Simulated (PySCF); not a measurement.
Species: C5H5FNO3 (doublet state).
SMILES with atom numbers: `[CH2:1][O:2][c:3]1[o:4][c:5]([F:6])[n:7][c:8]1[O:9][CH3:10]` (hydrogens: H11, H12 on C1; H13, H14, H15 on C10)

Geometry (GFN2-xTB, Å), atoms numbered from 1 in this order:
```
atom  x, y, z in Å
C1    -0.9048    3.0545    0.0850
O2    -0.0324    2.0342    0.0388
C3    -0.4289    0.7823    0.0251
O4    -1.7644    0.4368    0.0400
C5    -1.7384   -0.9033    0.0153
F6    -2.8917   -1.5255    0.0220
N7    -0.5722   -1.4469   -0.0127
C8     0.3008   -0.3978   -0.0072
O9     1.6316   -0.5185   -0.0290
C10    2.1051   -1.8550   -0.0734
H11   -1.9620    2.8840    0.0769
H12   -0.4522    4.0218    0.0511
H13    1.7520   -2.3605   -0.9748
H14    3.1901   -1.7831   -0.0785
H15    1.7629   -2.4149    0.7996
```

The hyperfine couplings belong to this conformer and change with its torsions.

Method: UKS B3LYP, pcH-1 on C F H N O, non-relativistic, mean-field spin-orbit, GIAO in PySCF. Geometry: GFN2-xTB, one conformer, isolated molecule. The geometry wasn't refined by DFT: couplings that depend on bond lengths, twists or pyramidal angles can differ widely from those at the functional's own minimum. Stability of the SCF solution: not tested.

(1) Break the g tensor into its mass correction, gauge correction and orbital-Zeeman/spin–orbit terms.

(2) What effective moment and Curie constant follow for a powder?

(3) How much does each term add to the isotropic shift?

(4) In a frozen sample, at which fields do the three g values resonate at 9.5, 34, 94 and 263 GHz (hyperfine left aside), and which band first spreads them over more than twice a line width of 1.0 mT?

## Answers

(1) 
```
                    Δg (ppm)     1     2     3
relativistic mass correction  -190  -190  -190
            gauge correction    -3    48    38
   orbital Zeeman/spin–orbit   -27   988  1922
                       total  -220   846  1769
```

So g = 2.00210, 2.00316, 2.00409 and g_iso = 2.00312; the tensor is rhombic: the two nearest values differ by 46 % of g3 − g1. Axes: g3 points within 5° of the C1–H12 bond.

(2) With the mean of g² = 4.0125 and S(S+1) = 0.75: μ_eff = √(⟨g²⟩S(S+1)) = 1.735 μB and χT = 0.12505·⟨g²⟩·S(S+1) = 0.376 cm³ K/mol (cgs; spin-Hamiltonian part alone).

(3) The orbital-Zeeman/spin–orbit term 961, the mass correction -190 and the gauge correction 28 ppm, for a total of 798 ppm. The orbital-Zeeman/spin–orbit term is the largest in size. The mass correction is the same along every axis, so the anisotropy comes from the other two: their spans along these axes are 51 (gauge) and 1949 ppm (orbital Zeeman/spin–orbit).

(4) 
```json
{"band": "X", "GHz": "9.5", "B(g3) mT": "338.68", "B(g2) mT": "338.84", "B(g1) mT": "339.02", "spread mT": "0.34"}
{"band": "Q", "GHz": "34.0", "B(g3) mT": "1212.13", "B(g2) mT": "1212.69", "B(g1) mT": "1213.34", "spread mT": "1.20"}
{"band": "W", "GHz": "94.0", "B(g3) mT": "3351.19", "B(g2) mT": "3352.74", "B(g1) mT": "3354.52", "spread mT": "3.33"}
{"band": "J", "GHz": "263.0", "B(g3) mT": "9376.21", "B(g2) mT": "9380.53", "B(g1) mT": "9385.53", "spread mT": "9.32"}
```

The spread grows in proportion to the frequency. W band is the first where it exceeds 2.0 mT.

The Mulliken spin populations are largest on C1 (+0.91), C8 (+0.09), O2 (+0.09) and C3 (-0.07). C1 is the only atom above +0.15. The positive populations add up to 1.19 and the negative ones to -0.19, together 2S = 1. The angles at C1 add up to 359.8°, so it is planar; its axial dipolar tensor and the negative couplings of its protons fit spin in a p orbital normal to that plane.

The HOMO–LUMO gaps are 4.63 eV among the α and 4.34 eV among the β orbitals.

Hardware: an Arm Neoverse V1 with one thread, shared host with 32 logical CPUs at a one-minute load of 17. Cost: 1.8 min (grids of density and orbitals included), 0.97 GiB resident at most.
